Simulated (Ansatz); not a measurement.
The C1–H4 bond of N-methylmethanimine (SMILES C=NC) is stretched (multiplicity 1, the rest rigid).
Geometry at rest (charge 0, multiplicity 1):
```xyz
8

C      1.091    -0.376    -0.004
N     -0.040     0.500     0.225
C     -1.180     0.106    -0.134
H      1.822     0.145    -0.626
H      1.577    -0.583     0.952
H      0.821    -1.326    -0.485
H     -1.361    -0.867    -0.612
H     -2.044     0.748     0.028
```

Correlated levels freeze the cores.

Codes used: Ansatz (Gaussian basis) for Hartree–Fock, density functionals and correlated methods. 

Energies above the point at 1.092 Å (the B3LYP-D3(BJ) bond length), FIC-MRCISD+Q on CASSCF(2,2)/cc-pVTZ (kcal/mol): 5.50 at 0.983 Å; 3.79 at 1.201 Å; 110.28 at 3.495 Å.

Question: Take the last value as the depth D of a Morse curve D(1 − e^(−a(R − R₀)))², fit a and R₀ to the two near points, and test it at 1.474 and 1.911 Å.

Answer: 
With D = 110.3, both near points (counted from the curve's value at 1.092 Å) are met by a = 1.86 Å⁻¹ and R₀ = 1.091 Å, so k = 2Da² = 765 kcal/(mol Å²). The curve then gives 28.7 and 67.6 kcal/mol; the level itself gives 28.8 and 70.1, so Morse is off by -0.1 and -2.6.

Ansatz is a program for electronic structure.
